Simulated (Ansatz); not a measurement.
Program: Ansatz. Geometries: PBE0-D4/def2-TZVP. ΔE: electronic, gas phase. CCSD(T)/CBS adds triple-zeta CCSD(T) − MP2 to the extrapolated MP2 energy (def2 sets, frozen cores). Functionals use def2-TZVPP. B3LYP here is the variant with VWN-RPA as its local correlation; programs differ in this. For Se outer-core shells are correlated without core-valence functions, which leaves a few kJ/mol of doubt a bond. Scalar relativity is left out up to krypton. One conformer a species, not always the lowest.

`[SiH3]C[SeH]` + `O[SiH2]O` → `O[SiH2]OC[SiH3]` + H₂Se  (substitution at a C–Se bond)

`[SiH3]C[SeH]`:

Cartesian coordinates in Å:
```
Si -0.750 0.272 0.741
C 0.612 0.440 -0.535
Se 0.760 -1.173 -1.633
H -2.056 0.087 0.061
H -0.810 1.486 1.602
H -0.470 -0.908 1.601
H 0.368 1.237 -1.242
H 1.581 0.671 -0.092
H 0.764 -2.112 -0.502
```

`O[SiH2]O`:

```xyz
7

O     0.173   -0.841    1.169
Si   -0.364    0.229    0.046
O     0.614    0.346   -1.268
H     0.193   -1.768    0.928
H    -1.668   -0.188   -0.520
H    -0.438    1.511    0.783
H     1.491    0.710   -1.139
```

`O[SiH2]OC[SiH3]`:

Z-matrix (Å, degrees):
```
Si
O 1 1.640
O 1 1.634 2 109.4
H 1 1.479 2 112.3 3 -115.8
H 1 1.492 2 106.8 3 122.2
C 2 1.419 1 125.5 3 -148.9
H 3 0.958 1 117.8 2 55.6
Si 6 1.893 2 110.9 1 -99.6
H 6 1.095 2 108.1 1 139.8
H 6 1.099 2 111.3 1 23.2
H 8 1.487 6 109.3 2 61.1
H 8 1.489 6 109.4 2 -179.3
H 8 1.485 6 110.1 2 -58.9
```

H₂Se:

```xyz
3

Se   -0.180   -0.579   -0.318
H    -0.060   -0.173    1.087
H     0.240    0.752   -0.769
```

```tsv
level	ΔE (kcal/mol)	difference from CCSD(T)/CBS
PBE-D4	16.1	-1.8
r2SCAN-D4	16.3	-1.6
B3LYP-D4	14.9	-3.0
ωB97M-V	16.2	-1.7
B2PLYP	16.7	-1.2
PBE	16.4	-1.5
PBE0	16.8	-1.1
B3LYP	15.2	-2.7
MP2/def2-TZVPP	19.8	1.9
SCS-MP2/def2-TZVPP	18.3	0.4
CCSD/def2-TZVPP	16.9	-1.0
CCSD(T)/def2-TZVPP	17.3	-0.6
HF/def2-QZVPP	14.3	-3.6
MP2/def2-QZVPP	20.1	2.2
SCS-MP2/def2-QZVPP	18.6	0.7
MP2/CBS(def2)	20.4	2.5
CCSD(T)/CBS	17.9	0
```

Largest T1 diagnostic among the species: 0.012.

In def2-TZVPP, CCSD(T) changes the Hartree–Fock value by +2.9 kcal/mol (the triples alone add +0.4 kcal/mol) and MP2 by +5.4 kcal/mol.
